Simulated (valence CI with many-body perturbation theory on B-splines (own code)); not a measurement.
Results of a calculation; reference values are marked as such.
# Pr²⁶⁺: what each term of the Hamiltonian does

Level of theory: valence CI with perturbative core correlation (CI+MBPT): five valence electrons over a frozen Dirac-Fock core [Ar] 3d10, radial functions for each j: 9 s, 9 p, 8 d, 6 f, 3 g, 1 h, with the one-electron correlation potential Σ1, the two-electron term Σ2, the three-electron term Σ3, Breit, model QED; selected CI, second order for the rest (own B-spline code, finite nucleus).

No measured spectrum was set against this ion. As an estimate, large intervals hold to a few tenths of a per cent, small ones and those within an open d or f shell to about a per cent. Among the levels kept, up to 270 cm⁻¹ of a level comes from second order outside the variational space, and about a tenth of that is noise between levels of different J, which matters for small intervals.

Each rung adds one term. CI alone is the Dirac-Coulomb CI over the frozen core; QED comes last and gives the full result, which names the levels. Energies are above (4s^2 4p1/2^2 4p3/2) J=3/2 on the same rung, in cm⁻¹.

Levels are named by their leading jj configuration (3d3/2^4 stands for four electrons in 3d with j = 3/2), which in mixed levels can hold well under half, so a name can repeat and another be missing. Letters in brackets count levels of one name in rising energy.

| Level | CI alone | Σ1 | Σ2 | Σ3 | Breit | QED | Full |
| --- | --- | --- | --- | --- | --- | --- | --- |
| (4s^2 4p1/2 4p3/2^2) J=3/2 | 189057 | +1085 | +1042 | +117 | -2643 | +350 | 189006 |
| (4s^2 4p1/2 4p3/2^2) J=5/2 | 220108 | +1114 | +597 | +18 | -2874 | +349 | 219313 |
| (4s^2 4p1/2 4p3/2^2) J=1/2 | 259440 | +1135 | -101 | -140 | -2648 | +336 | 258022 |
| (4s^2 4p3/2^3) J=3/2 | 452406 | +2240 | +1100 | -27 | -5455 | +676 | 450940 |
| (4s 4p1/2^2 4p3/2^2) J=5/2 | 679311 | +779 | +1997 | +389 | -475 | -3079 | 678922 |
| (4s 4p1/2^2 4p3/2^2) J=3/2 | 754469 | +594 | +112 | +328 | -812 | -2559 | 752131 |
| (4s 4p1/2^2 4p3/2^2) J=1/2 | 767447 | +937 | -47 | +167 | -546 | -3087 | 764871 |
| (4s^2 4p1/2^2 4d3/2) J=3/2 | 842707 | -210 | -1065 | +220 | -1638 | -991 | 839023 |
| (4s 4p1/2 4p3/2^3) J=3/2 | 900140 | +1585 | +1492 | +358 | -2863 | -2516 | 898196 |
| (4s^2 4p1/2^2 4d5/2) J=5/2 | 905143 | -173 | -2021 | +240 | -2947 | -413 | 899829 |
| (4s 4p1/2 4p3/2^3) J=5/2 | 936423 | +1704 | +1486 | +336 | -3409 | -2426 | 934114 |
| (4s 4p1/2 4p3/2^3) J=1/2 | 976229 | +1310 | -303 | +333 | -3416 | -1813 | 972340 |
| (4s^2 4p1/2 4p3/2 4d3/2) J=3/2 [a] | 980237 | +1039 | +259 | +410 | -3815 | -1310 | 976820 |
| (4s^2 4p1/2 4p3/2 4d3/2) J=5/2 [a] | 1013560 | +413 | +464 | +416 | -4481 | -174 | 1010200 |
| (4s^2 4p1/2 4p3/2 4d3/2) J=1/2 [a] | 1037280 | +904 | -1352 | +283 | -4020 | -874 | 1032220 |
| (4s^2 4p1/2 4p3/2 4d3/2) J=7/2 | 1037220 | +440 | +328 | +348 | -4797 | -141 | 1033400 |
| (4s^2 4p1/2 4p3/2 4d3/2) J=3/2 [b] | 1059140 | +1101 | -3376 | +189 | -3992 | -1197 | 1051870 |
| (4s^2 4p1/2 4p3/2 4d5/2) J=7/2 [a] | 1056140 | +751 | +311 | +451 | -5536 | -36 | 1052080 |
| (4s^2 4p1/2 4p3/2 4d5/2) J=9/2 | 1087910 | +810 | +40 | +321 | -5900 | -23 | 1083150 |

The middle columns are the shifts that each term adds.

Q: How does the ionisation energy move along the ladder, and which term matters most?

A: CI alone 920.29, + Σ1 921.64, + Σ2 921.73, + Σ3 921.50, + Breit 921.00, + QED 920.98 eV. The largest step is Σ1, 1.35 eV. NIST lists 920 ± 4 eV (theoretical).
